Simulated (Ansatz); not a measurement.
Ideal-gas functions of FH₂NbO₂S (`[OH][Nb]([OH])([F])=[S]`) at 800 K and 1 bar, from an Ansatz frequency run at PBE0-D4/def2-TZVP.

Molar mass 177.98 g/mol, point group Cs (symmetry number 1), electronic degeneracy 1, moments of inertia 172.307, 244.134, 247.191 u Å². Harmonic wavenumbers (cm⁻¹, unscaled): 180, 183, 188, 200, 215, 352, 355, 512, 527, 588, 692, 744, 753, 3912, 3916.

Use S(trans) = R[1.5 ln M + 2.5 ln T − 1.1517]; rotational temperatures θ = 24.2544 K / I; S(rot) = R[ln(√π/σ · √(T³/θAθBθC)) + 1.5]; for each mode x = 1.438777 ν̃/T, S = R[x/(eˣ − 1) − ln(1 − e⁻ˣ)] and H = RT x/(eˣ − 1); 1 cm⁻¹ = 0.0119627 kJ/mol; R = 8.31446 J/(mol·K).

By hand: the entropy, in J/(mol·K).

Translation 194.0. Rotation: θ = 0.1408, 0.0993, 0.0981 K, giving 128.0. Vibration, mode by mode: 17.73, 17.59, 17.37, 16.86, 16.27, 12.25, 12.18, 9.29, 9.06, 8.23, 7.01, 6.49, 6.40, 0.06, 0.06, in all 156.9. Electronic 0.0. Sum 478.9 J/(mol·K).

By hand: H − E and G − E in kJ/mol, counted from the electronic energy.

Zero-point energy ½ × 13317 × 0.0119627 = 79.7; thermal vibration 58.9; translation, rotation and pV give 4 RT = 26.6. H − E = 165.2 kJ/mol, and G − E = 165.2 − 800 × 478.9/1000 = -217.9 kJ/mol.

Vibration gives 33 % of the entropy. The sum counts one conformer and one mirror image; others add a mixing term.
